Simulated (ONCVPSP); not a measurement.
## Zn (Z = 30): excitation energies, all-electron against ONCV

ONCVPSP 4.0.1 input, shortened (lines: element, Z, core and valence counts, functional; n l f; lmax; l rc ep ncon nbas qcut; lloc lpopt rc5 dvloc0; l nproj debl; icmod fcfact rcfact), PBE, scalar-relativistic:

```
  Zn 30.00    3    4        4      upf
    1    0    2.00
    2    0    2.00
    2    1    6.00
    3    0    2.00
    3    1    6.00
    3    2   10.00
    4    0    2.00
    3
    0    1.00    0.00    4    8   11.50
    1    0.90    0.00    5   10   14.50
    2    1.05    0.00    4    9   17.00
    3    0.85    0.09    3    6   12.80
    4    5    0.55   -1.00
    0    2    2.40
    1    1    0.50
    2    2    2.80
    3    2    0.90
    2    0.35    0.65
```

Energies are relative to the spin-unpolarised reference configuration 3s2 3p6 3d10 4s2; without spin polarisation the order of configurations can differ from experiment.

```tsv
valence configuration	charge	ΔE all-electron (eV)	error AE − PS (meV)
3s2 3p6 3d10 4s1	+1	9.889	-0.1
3s2 3p6 3d10 4s0 4p1	+1	16.213	+29
```

Problem. What are ΔE and the potential's error for 3s2 3p6 3d9 4s0?

Solution. ΔE = 68.865 eV all-electron; the error (AE − PS) is -5.9 meV.

Problem. What are ΔE and the potential's error for 3s2 3p6 3d10 4s0?

Solution. ΔE = 28.331 eV all-electron; the error (AE − PS) is +0.9 meV.
